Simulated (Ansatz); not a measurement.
Born–Oppenheimer molecular dynamics of F₃H₃OSi₂ (9 atoms, charge 0, multiplicity 1). It starts from a relaxed structure.

Theory: Ansatz, RKS PBE0/6-31G.

```
ensemble        : NVT, Langevin thermostat
time step       : 0.25 fs
steps asked     : 250
set temperature : 400 K
friction        : 0.01 /fs
seed            : 619058
```

Frames 0.25 fs apart, positions in Å.

Velocities at 27.5 fs (Å/ps):

```
Si 6.07 -1.83 -2.16
O -0.35 -4.67 4.55
Si -1.01 4.39 -2.55
H -4.63 7.62 -10.87
H -14.30 -4.27 19.13
H -2.45 -6.73 -26.09
F 3.84 2.35 -3.22
F -4.62 -1.15 3.72
F -2.72 -1.09 0.32
```

```xyz
9
Properties=species:S:1:pos:R:3 time_fs=27.5 energy_less_start_eV=0.245 T=252
Si -0.034 -0.053 -0.170
O -0.607 -0.332 1.335
Si -1.529 -0.342 2.768
H -2.698 -1.112 2.420
H -0.677 -0.699 3.888
H -2.118 1.012 3.059
F 1.627 0.050 -0.110
F -0.457 1.455 -0.810
F -0.359 -1.304 -1.215
9
Properties=species:S:1:pos:R:3 time_fs=27.75 energy_less_start_eV=0.243 T=248
Si -0.032 -0.054 -0.170
O -0.607 -0.333 1.336
Si -1.529 -0.340 2.767
H -2.699 -1.111 2.417
H -0.680 -0.700 3.893
H -2.119 1.011 3.053
F 1.628 0.051 -0.111
F -0.458 1.455 -0.809
F -0.359 -1.304 -1.215
9
Properties=species:S:1:pos:R:3 time_fs=28 energy_less_start_eV=0.240 T=261
Si -0.031 -0.054 -0.171
O -0.607 -0.334 1.337
Si -1.529 -0.339 2.766
H -2.701 -1.109 2.414
H -0.683 -0.702 3.897
H -2.119 1.009 3.047
F 1.629 0.051 -0.112
F -0.459 1.455 -0.809
F -0.360 -1.305 -1.215
9
Properties=species:S:1:pos:R:3 time_fs=28.25 energy_less_start_eV=0.237 T=262
Si -0.029 -0.054 -0.171
O -0.607 -0.335 1.338
Si -1.529 -0.338 2.766
H -2.703 -1.109 2.411
H -0.686 -0.703 3.902
H -2.120 1.008 3.041
F 1.630 0.052 -0.113
F -0.460 1.454 -0.808
F -0.361 -1.305 -1.215
9
Properties=species:S:1:pos:R:3 time_fs=28.5 energy_less_start_eV=0.233 T=270
Si -0.027 -0.055 -0.172
O -0.607 -0.336 1.340
Si -1.529 -0.337 2.765
H -2.706 -1.109 2.408
H -0.688 -0.704 3.906
H -2.121 1.006 3.035
F 1.631 0.052 -0.114
F -0.462 1.454 -0.807
F -0.362 -1.305 -1.215
9
Properties=species:S:1:pos:R:3 time_fs=28.75 energy_less_start_eV=0.230 T=275
Si -0.025 -0.055 -0.172
O -0.607 -0.337 1.341
Si -1.529 -0.336 2.764
H -2.709 -1.111 2.403
H -0.690 -0.706 3.911
H -2.122 1.005 3.029
F 1.632 0.053 -0.115
F -0.463 1.453 -0.806
F -0.363 -1.305 -1.215
9
Properties=species:S:1:pos:R:3 time_fs=29 energy_less_start_eV=0.226 T=281
Si -0.024 -0.055 -0.173
O -0.607 -0.338 1.342
Si -1.529 -0.335 2.763
H -2.712 -1.113 2.400
H -0.691 -0.708 3.916
H -2.123 1.004 3.023
F 1.633 0.053 -0.115
F -0.464 1.453 -0.805
F -0.364 -1.306 -1.215
9
Properties=species:S:1:pos:R:3 time_fs=29.25 energy_less_start_eV=0.223 T=283
Si -0.022 -0.056 -0.173
O -0.607 -0.339 1.343
Si -1.529 -0.333 2.762
H -2.716 -1.115 2.396
H -0.693 -0.710 3.921
H -2.124 1.003 3.016
F 1.634 0.054 -0.116
F -0.465 1.452 -0.805
F -0.365 -1.306 -1.215
9
Properties=species:S:1:pos:R:3 time_fs=29.5 energy_less_start_eV=0.220 T=273
Si -0.020 -0.056 -0.174
O -0.607 -0.340 1.344
Si -1.529 -0.332 2.761
H -2.720 -1.119 2.393
H -0.694 -0.713 3.926
H -2.125 1.003 3.009
F 1.635 0.055 -0.117
F -0.466 1.452 -0.804
F -0.365 -1.306 -1.215
9
Properties=species:S:1:pos:R:3 time_fs=29.75 energy_less_start_eV=0.218 T=281
Si -0.018 -0.056 -0.174
O -0.607 -0.340 1.345
Si -1.530 -0.331 2.761
H -2.724 -1.122 2.389
H -0.696 -0.715 3.931
H -2.125 1.002 3.001
F 1.636 0.055 -0.117
F -0.467 1.451 -0.803
F -0.366 -1.306 -1.214
9
Properties=species:S:1:pos:R:3 time_fs=30 energy_less_start_eV=0.217 T=280
Si -0.017 -0.057 -0.175
O -0.607 -0.341 1.345
Si -1.530 -0.330 2.760
H -2.728 -1.126 2.387
H -0.697 -0.718 3.936
H -2.126 1.003 2.994
F 1.637 0.056 -0.118
F -0.468 1.450 -0.802
F -0.367 -1.306 -1.214
9
Properties=species:S:1:pos:R:3 time_fs=30.25 energy_less_start_eV=0.216 T=274
Si -0.015 -0.057 -0.175
O -0.607 -0.342 1.346
Si -1.530 -0.329 2.759
H -2.732 -1.129 2.384
H -0.699 -0.720 3.940
H -2.126 1.004 2.987
F 1.638 0.056 -0.119
F -0.470 1.449 -0.801
F -0.368 -1.306 -1.214
```

Of the whole run (62 fs, mean temperature of the second half 293 K): The mean temperature of the second half is 27 % below the set value. A run of 0.062 ps of so small a system gives no equilibrium averages. Limits of this set-up: no polarisation functions.

Time of the run: 16 min on 1 thread of Arm Neoverse V1, on a shared host, peak memory 0.15 GiB.
